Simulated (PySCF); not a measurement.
**TDDFT excited states: C6H9NS**

Compound: C6H9NS.
InChI=1S/C6H9NS/c1-4(8)6-2-5(6)3-7/h4-6,8H,2H2,1H3/t4-,5-,6+/m1/s1

The calculation used TDDFT wB97X-D/def2-SVPD, vertical, gas phase, core orbitals frozen in the response (PySCF 2.14.0, density-fitted response routines). The structure is a single PBE0-D3(BJ)/def2-SVP conformer in the gas phase; no vibrational or solvent corrections. Torsions of this conformer, `[CH3:1][C@@H:2]([SH:3])[C@@H:4]1[CH2:5][C@@H:6]1[C:7]#[N:8]`: C1–C2–C4–C5 157°, H–S3–C2–C1 -55°.

```tsv
state	E (eV)	ν̃ (cm⁻¹)	f	|μ| (D)	main configurations (H = HOMO, L = LUMO)
S1	5.63	45440	0.0021	0.31	H→L (57%), H→L+2 (28%)
S2	6.39	51560	0.032	1.15	H→L+1 (74%), H→L+2 (9%)
S3	7.15	57650	0.0001	0.07	H-1→L (27%), H-1→L+2 (13%), H-1→L+6 (12%)
S4	7.43	59950	0.019	0.81	H→L+2 (38%), H→L+5 (26%), H→L (10%)
S5	7.58	61140	0.012	0.66	H→L+3 (34%), H-1→L+3 (13%)
S6	7.67	61870	0.056	1.39	H→L+3 (19%), H-1→L+3 (16%)
```

The lowest singlet lies at 5.63 eV (220 nm, ultraviolet) and is very weak; its leading configuration is HOMO→LUMO (57%). The strongest level in the table is S6 at 7.67 eV (162 nm, f = 0.056). It is the last of those listed, so stronger ones may follow. Löwdin shares by element: HOMO sulfur 75%, carbon 10% or more, hydrogen 6% or more; LUMO sulfur 31%, hydrogen 10% or more, nitrogen 7%, carbon 6% or more (atoms not listed hold the other 46%). Orbital energies (eV): HOMO-3 -11.30, HOMO-2 -10.93, HOMO-1 -10.47, HOMO -8.97, LUMO 1.75, LUMO+1 1.91, LUMO+2 2.12. Of the 6 states listed, 4 reach f = 0.01 and 1 stays under 0.0005. The listed states span 2.04 eV. The window holds the lowest 6 singlets.
